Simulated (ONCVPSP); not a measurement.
Which setting gave this result? (Cr (Z = 24), ONCV)

Base potential:

* Element: chromium (Cr)
* Generator: ONCVPSP 4.0.1
* Type: optimised norm-conserving Vanderbilt (ONCV)
* Functional: PBEsol
* Relativity: scalar-relativistic
* Frozen core: [Ne]
* Valence charge: 14
* Reference configuration: 3s2 3p6 3d5 4s1
* Partial waves: 3s+4s: rc 1.55 bohr, ncon 5, nbas 9, qcut 8.8 1/bohr, 2 projectors; 3p: rc 0.90 bohr, ncon 5, nbas 8, qcut 9.7 1/bohr, 2 projectors, debl 2.1 Ha; 3d: rc 1.90 bohr, ncon 3, nbas 7, qcut 6.5 1/bohr, 1 projector
* Local potential: polynomial inside 0.70 bohr (lpopt 5, dvloc0 1 Ha)
* Core correction: Teter function, fcfact 2.75, rcfact 1.35

Cutoffs, loose and tight: the cutoffs (Ha) at which the residual kinetic energy of the hardest occupied pseudo-wave falls to 1 and 0.1 mHa per electron. They do not see the model core or the augmentation charge, which bear on the density cutoff. Test errors are all-electron minus pseudo excitation energies from the reference, over the configurations 3s2 3p6 3d5 4s0; 3s2 3p6 3d4 4s0; 3s2 3p6 3d3 4s0; 3s2 3p6 3d5 4s0 4p1; variants that change the core or the reference have their own tests. The largest error is taken over the tests solved by every variant that gives reliable tests at all, those not shown here included: 3s2 3p6 3d4 4s0; 3s2 3p6 3d5 4s0; 3s2 3p6 3d5 4s0 4p1.

Only the scale of all radii but the core radius (base = 1) is moved (1 further runs of the sweep failed or gave no value and are left out):

| scale of all radii but the core radius (base = 1) | cutoff, loose | cutoff, tight | bound ghosts | largest test error (meV) |
| --- | --- | --- | --- | --- |
| 0.86 | 70 Ha | 287 Ha | none | -25 |
| 0.97 | 52 Ha | 183 Ha | none | -19 over the solved tests; 1 of 4 tests not solved or not reliable |
| 1.16 | 43 Ha | 145 Ha | none | +15 |
| 1.24 | 34 Ha | 85 Ha | none | +16 |
| 1.33 | 25 Ha | 45 Ha | none | +17 |

One more run gave cutoff, loose: 49 Ha; cutoff, tight: 173 Ha; bound ghosts: none; largest test error (meV): -16. Which value of the scale of all radii but the core radius (base = 1) was used?

1.06. The loose cutoff moves one way along this sweep, from 70 Ha at 0.86 to 25 Ha at 1.33, which places the run between 0.97 and 1.16.
